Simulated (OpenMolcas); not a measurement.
## Os5+: moving or changing the point charges

Os5+ among 4 point charges of -1.5 e arranged as a square (D4h), 2.19 Å from the ion.

```yaml
Program: OpenMolcas 26.06
Method: "SS-CASPT2, IPEA 0.25 Eh, imaginary shift 0.1 Eh (closed shells correlated: 5s 5p)"
Basis: ANO-RCC-VDZP [7s6p4d2f1g]
Scalar_Hamiltonian: DKH2, point nucleus
Active_space: 3 electrons in 5 orbitals (5d)
State_averaging: 2S+1 = 4 even, 10 roots; 2S+1 = 2 even, 40 roots
Spin-orbit_coupling: state interaction with AMFI integrals over the reference wave functions
```

Runs around this geometry, states (labels of D4, the rotations of D4h). Energies in cm-1 above the lowest state or level, χT in cm3 K/mol.

```tsv
R (Å)	q (e)	Ground state	First state of that spin	First gap with spin-orbit (degeneracies)	χT at 300 K	First state of another spin
2.19	-1.2	4E	4A2 77	2780 (2, 2)	0.092	2E 13380
2.04	-1.5	4A2	4E 2830	3480 (2, 2)	0.121	2A2 13590
2.19	-1.5	4A2	4E 1220	3200 (2, 2)	0.100	2A2 13660
2.4	-1.5	4E	4A2 190	2720 (2, 2)	0.091	2E 13410
```

The ground state changes within this set.

Roots that are degenerate in the reference are averaged as groups; the widest CASPT2 spread within a group is 430 cm-1 (the 2-fold group of multiplicity 2 near 14000 cm-1 above the lowest state of its run, R = 2.4, q = -1.5). Shifts and gaps below about the spread of the groups concerned are not significant. Free-ion shares, where given, are those of the reference states; single-state CASPT2 does not remix them. Spin-orbit coupling mixes the spin-free states strongly: the lowest level takes only 47 % from its leading state, 4E (figures for R = 2.19, q = -1.2; the like holds for R = 2.04, q = -1.5, R = 2.19, q = -1.5, R = 2.4, q = -1.5). The ground term spreads over less than 5000 cm-1, several times less than with real ligands, so orbital moments are less quenched and χT lies further from the spin-only value than at real sites (holds for R = 2.19, q = -1.2; R = 2.4, q = -1.5). Point charges carry no covalency, so the field is a model and not that of real ligands. An unlabelled pair can be two single states that coincide in this model. No measured value stands beside these numbers.
